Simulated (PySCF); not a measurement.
C₂H₆AlFO₂, SMILES [OH][Al]([O]CC)[F]. Atoms are numbered in the order given.

```xyz
12

Al     0.5223    -0.1396     0.7212
F      1.7248    -1.0674     1.4173
O      0.3166     1.5020     1.1515
H      0.8891     1.9360     1.8034
O     -0.4888    -0.8934    -0.4183
C     -1.4765    -0.4041    -1.3019
C     -1.0200     0.8310    -2.0706
H     -1.7305    -1.2214    -2.0146
H     -2.4142    -0.1720    -0.7430
H     -0.1070     0.6059    -2.6602
H     -1.8044     1.1792    -2.7737
H     -0.7898     1.6640    -1.3731
```

Coordinates come from a PBE-D3(BJ)/def2-SVP optimisation. The structure was generated by enumeration; whether it is a known compound was not checked. Other conformers were not sampled.

Computed with CAM-B3LYP/def2-TZVP (PySCF).

ESP charges are fitted to the potential on shells at 1.4 to 2.0 van der Waals radii. Atomic charges (e):

```json
[
 {"atom": "Al1", "Mulliken": "0.76", "IAO": "1.47", "ESP fit": "1.26"},
 {"atom": "F2", "Mulliken": "(withheld)", "IAO": "-0.57", "ESP fit": "-0.48"},
 {"atom": "O3", "Mulliken": "(withheld)", "IAO": "-0.83", "ESP fit": "-0.81"},
 {"atom": "H4", "Mulliken": "(withheld)", "IAO": "0.37", "ESP fit": "0.40"},
 {"atom": "O5", "Mulliken": "(withheld)", "IAO": "-0.68", "ESP fit": "-0.66"},
 {"atom": "C6", "Mulliken": "-0.01", "IAO": "-0.01", "ESP fit": "0.38"},
 {"atom": "C7", "Mulliken": "-0.39", "IAO": "-0.42", "ESP fit": "-0.40"},
 {"atom": "H8", "Mulliken": "0.10", "IAO": "0.13", "ESP fit": "0.00"},
 {"atom": "H9", "Mulliken": "0.09", "IAO": "0.12", "ESP fit": "-0.01"},
 {"atom": "H10", "Mulliken": "0.12", "IAO": "0.13", "ESP fit": "0.11"},
 {"atom": "H11", "Mulliken": "0.12", "IAO": "0.14", "ESP fit": "0.09"},
 {"atom": "H12", "Mulliken": "0.15", "IAO": "0.14", "ESP fit": "0.11"}
]
```

### Question
Complete the blanks. (Estimate from the structure and the level; the computed values follow.)

### Answer

- F2, Mulliken: -0.36
- O3, Mulliken: -0.55
- H4, Mulliken: 0.32
- O5, Mulliken: -0.35
